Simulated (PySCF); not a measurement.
Cost of one run: core-ionisation job, `C#[C][Ge@@H]([CH3])[NH2]`.

Method: delta-SCF UKS B3LYP, pcX-2 on the ionised atom, pcseg-1 elsewhere, spin-free X2C (PySCF 2.14.0). Geometry: PBE0-D3(BJ)/def2-SVP. Work: ΔSCF core ionisation, 4 holes, density fitting. The command runs a driver script over a list of jobs; the input below is this job's line of settings and its coordinates in Å.

Command:
```bash
OMP_NUM_THREADS=1 python probes_run.py task.json out
```

Input:
```
{"job": {"kind": "xps", "xc": "B3LYP"}, "charge": 0, "multiplicity": 1}
C     -1.003128     2.594257    -0.422853
C     -0.474801     1.564951    -0.042589
Ge     0.377543    -0.066779     0.510181
C     -0.900447    -1.515372     0.329468
N      1.851413    -0.469243    -0.506515
H     -1.469530     3.504471    -0.755850
H      0.869316     0.132722     1.952818
H     -1.245069    -1.585618    -0.712551
H     -1.773897    -1.339161     0.972781
H     -0.427179    -2.466387     0.612316
H      2.596779     0.220015    -0.441396
H      1.640954    -0.604811    -1.492876
```

Hardware: an Arm Neoverse V1 with one thread, no GPU, shared host with 32 logical CPUs at a one-minute load of 29. PySCF's memory limit was set to 1760 MB.

Problem. How large is the largest of the mixed bases?

Solution. 149 functions.

Problem. Estimate the wall time.

Solution. About 37 s. The run took 67 SCF cycles in all, 9.2 s a hole on average.

Problem. Estimate the peak memory.

Solution. About 0.59 GiB. Peak memory is the resident size of the whole Python process, interpreter and libraries included.

Problem. At this speed, how long would 100 such jobs take on 96 cores, one job a core?

Solution. 100/96 gives 2 rounds of 37 s, about 74 s of wall time and 1 core-hours, if the jobs don't slow each other.

Other jobs ran on the host; a repeat could differ by tens of per cent or more.
